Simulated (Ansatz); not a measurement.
Consider the redistribution: `FC(F)(F)O[SiH3]` + `[Cl][Al]([Cl])[GeH3]` → `[SiH3][Al]([Cl])[Cl]` + `FC(F)(F)[O][GeH3]`.

Gas-phase electronic energies from Ansatz, PBE0-D4/def2-TZVP geometries. CBS: MP2 limit from def2 TZ/QZ plus the TZ coupled-cluster correction, frozen cores. Functionals use def2-TZVPP. For Ge outer-core shells are correlated without core-valence functions, which leaves a few kJ/mol of doubt a bond. Scalar relativity is left out up to krypton.

```csv
level,ΔE (eV)
r2SCANh-D4,0.74
CAM-B3LYP,0.76
RPA@PBE/def2-TZVPP,0.69
HF/def2-SVP,0.66
MP2/def2-SVP,0.65
CCSD/def2-SVP,0.63
CCSD(T)/def2-SVP,0.62
CCSD/CBS(def2),0.79
```

Task: What does CCSD(T)/CBS give? (Best estimate.)

Result: Ansatz gave: +0.77 eV. The listed levels differ from it by -0.03, -0.01, -0.08, -0.11, -0.12, -0.14, -0.15, 0.02 eV.

Largest T1 diagnostic among the species: 0.012.

From PBE to PBE0 (25 % exact exchange), in def2-TZVPP and without D4, ΔE moves by +0.04 eV. Leaving LDA and LC-ωPBE aside and taking each functional with its dispersion term where it has one, the values, not all of them listed here, spread over 0.15 eV, from revPBE-D4 to BHLYP-D4. LDA lies +0.06 eV from PBE without D4.
